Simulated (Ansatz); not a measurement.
C2H7BFNO can be A, `NBOCCF`, or B, `CNBOCF`.

Computed with Ansatz on PBE0-D4/def2-TZVP structures; ΔE is electronic, products minus reactants. CCSD(T)/CBS is the MP2 limit (def2-TZVPP, def2-QZVPP) plus CCSD(T) − MP2 in def2-TZVPP, frozen cores. Functionals use def2-TZVPP. B3LYP here is the variant with VWN-RPA as its local correlation; programs differ in this. Each species was taken in one conformer, which may not be the lowest.

A:

Z-matrix (Å, degrees):
```
C
C 1 1.503
O 1 1.403 2 111.2
H 1 1.096 2 109.4 3 123.0
H 1 1.096 2 108.2 3 -119.3
F 2 1.382 1 110.4 3 -69.0
H 2 1.094 1 110.6 3 50.3
H 2 1.095 1 110.2 3 171.7
B 3 1.368 1 121.0 2 105.9
N 9 1.397 3 118.7 1 -175.6
H 9 1.200 3 120.8 1 5.5
H 10 1.005 9 122.8 3 1.9
H 10 1.003 9 122.5 3 -179.5
```

B:

```xyz
13

C     0.3077   -1.7794   -1.1169
N     0.1215   -0.6370   -0.2549
B     0.3246    0.6896   -0.6285
O     0.0967    1.7600    0.2208
C    -0.5507    1.6051    1.4155
F     0.1873    0.8233    2.2893
H     1.1038   -2.4361   -0.7524
H     0.5840   -1.4350   -2.1136
H    -0.6077   -2.3723   -1.2068
H    -0.0868   -0.8655    0.7048
H     0.7041    0.9593   -1.7299
H    -1.5181    1.1024    1.2925
H    -0.6666    2.5858    1.8801
```

Q: Which isomer does CCSD(T)/CBS put lower? Give the gap. (Estimate.)

A: Ansatz gave: A, by 15.6 kJ/mol.

Q: Give E(B) − E(A) in kJ/mol with HF/def2-TZVPP, MP2/def2-TZVPP, B2PLYP, CCSD/def2-TZVPP, PBE0-D4, B3LYP-D4, PBE-D4. (An estimate is asked.)

A: Ansatz gave: HF/def2-TZVPP 17.2, MP2/def2-TZVPP 14.6, B2PLYP 14.9, CCSD/def2-TZVPP 15.0, PBE0-D4 14.2, B3LYP-D4 14.1, PBE-D4 12.7. None reverses the order clearly.

Largest T1 diagnostic: 0.012.
